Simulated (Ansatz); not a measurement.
Energy needed to pull apart CHNSe (SMILES N=C=[Se]), singlet, into free ground-state atoms, from the structure below (displaced at random from a GFN2-xTB minimum); no zero-point or spin–orbit terms; open-shell atoms are treated unrestricted, in their ground-state multiplicity.

N1  (-0.473, 0.517, -0.676)
C2  (0.294, -0.224, 0.144)
Se3  (1.635, -1.021, 0.965)
H4  (-1.472, 0.636, -0.561)
(Å)

Ansatz 0.2.0; basis: def2-TZVPP; cores frozen in the correlated methods. Filled d shells of the heavier atoms are correlated. The def2 sets are not built for correlating such inner shells, so the correlated values are less sure here.

| method | atomization energy (kJ/mol) |
| --- | --- |
| PBE-D4 | 1563 |
| r2SCAN-D4 | 1458 |
| PBE0-D4 | 1450 |
| HSE06-D4 | 1453 |
| CAM-B3LYP-D4 | 1422 |
| wB97M-V | 1422 |
| HF | 760 |
| MP2 | ? |
| CCSD | ? |
| CCSD(T) | 1380 |

(1) What does MP2 give? (An estimate is asked for; the value comes from the calculation.)

(2) What does CCSD give? (To be estimated.)

No T1 diagnostic of these runs exceeds 0.021.

Answers

(1) By the calculation: 1449 kJ/mol, which is about 69 kJ/mol more than CCSD(T)/def2-TZVPP.

(2) The calculation gives: 1308 kJ/mol, which is about 72 kJ/mol less than CCSD(T)/def2-TZVPP.

In triple zeta the MP2 and coupled-cluster atomization energies are still short of their basis limit by a few kcal/mol a bond, whereas those of the functionals are nearly converged, so these differences are not deviations from converged CCSD(T).

For scale, one of the runs: CCSD(T)/def2-TZVPP forces, 124 basis functions, launched by `ansatz run in.yaml --threads 4 --pin off --events-out ev --progress --plain --max-ram 5222MiB`. The run took 23 s on 4 CPU threads of an Intel Xeon 6975P-C (shared host), with 1 GiB of host memory at its peak.
